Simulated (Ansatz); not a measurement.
CH₄BCl₂N, SMILES `CNB(Cl)Cl`. Total charge 0; spin multiplicity 1. The structure was optimised at the PBE0-D4/def2-TZVP level. It is one conformer, not always the lowest.

```xyz
9

C     1.065    0.059    0.570
N    -0.285   -0.348    0.256
B    -1.097    0.092   -0.774
Cl   -0.556    1.305   -1.932
Cl   -2.723   -0.577   -0.939
H     1.757   -0.784    0.503
H     1.386    0.823   -0.136
H     1.124    0.476    1.579
H    -0.672   -1.046    0.872
```

Question: What is the dipole moment at B3LYP/def2-TZVPP? (An estimate is asked.)

Answer: Computed: 3.00 D, with components (1.91, -0.83, 2.17) D in this frame, pointing from negative to positive charge.

Question: And with PBE, r2SCAN, ωB97M-V? (An estimate is asked.)

Answer: Computed: PBE 3.00 D, r2SCAN 3.04 D, ωB97M-V 2.98 D.

Question: Give the Mulliken charges with B3LYP, r2SCAN, ωB97M-V in def2-TZVPP. (Estimate.)

Answer: Computed: 
```tsv
atom	B3LYP	r2SCAN	ωB97M-V
C1	-0.16	-0.04	-0.21
N2	-0.13	-0.16	-0.10
B3	0.19	0.22	0.13
Cl4	-0.18	-0.18	-0.15
Cl5	-0.18	-0.18	-0.15
H6	0.11	0.07	0.13
H7	0.09	0.06	0.11
H8	0.11	0.07	0.13
H9	0.15	0.16	0.12
```

B3LYP here is the variant with VWN-RPA as its local correlation; programs differ in this.
